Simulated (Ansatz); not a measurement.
Reactions of CH$_{6}$F$_{2}$O$_{2}$Si$_{2}$, SMILES `CO[SiH](F)O[SiH2]F`.

Gas-phase electronic energies from Ansatz, PBE0-D4/def2-TZVP geometries. CCSD(T)/CBS is the MP2 limit (def2-TZVPP, def2-QZVPP) plus CCSD(T) − MP2 in def2-TZVPP, frozen cores. This one scheme is used for every species. Functionals use def2-TZVPP. For Br, Ga outer-core shells are correlated without core-valence functions, which leaves a few kJ/mol of doubt a bond. Scalar relativity is left out up to krypton. Each species was taken in one conformer, which may not be the lowest.

```csv
reaction,ωB97M-V (kJ/mol),PBE-D4 (kJ/mol),CCSD(T)/CBS(def2) (kJ/mol)
`CO[SiH](F)O[SiH2]F` + `N[SiH](O)Br` → `CN[SiH](O)Br` + `O[SiH](F)O[SiH2]F`,-13,-15,-16
`CO[SiH](F)O[SiH2]F` + H₂ → `CO[SiH2]F` + `O[SiH2]F`,117,107,119
`CO[SiH](F)O[SiH2]F` + `OC#C[SiH3]` → `O[SiH](F)O[SiH2]F` + `COC#C[SiH3]`,-15,-16,-18
`CO[SiH](F)O[SiH2]F` + CH₃OH → `CO[SiH2]F` + `CO[SiH](O)F`,12,11,15
`CO[SiH](F)O[SiH2]F` + `[CH3][Ga]([NH2])[SH]` → `[NH2][Ga]([SH])[SiH2]F` + `CO[SiH](F)OC`,209,182,216
`CO[SiH](F)O[SiH2]F` → `O[SiH2]C[Si](O)(F)F`,-5,-14,-1
`CO[SiH](F)O[SiH2]F` + `S[SiH2]Cl` → `CO[SiH](F)S[SiH2]Cl` + `O[SiH2]F`,63,48,65
`CO[SiH](F)O[SiH2]F` + H₂ → `CO[SiH](F)O[SiH3]` + H–F,135,127,133
`CO[SiH](F)O[SiH2]F` + CH₃OH → `CO[SiH](F)OC` + `O[SiH2]F`,13,12,16
`CO[SiH](F)O[SiH2]F` + `BNC(=C)C` → `CO[SiH](F)O[SiH3]` + `BN/C(C)=C\F`,229,213,238
```

Largest T1 diagnostic: 0.013, for `BN/C(C)=C\F`.
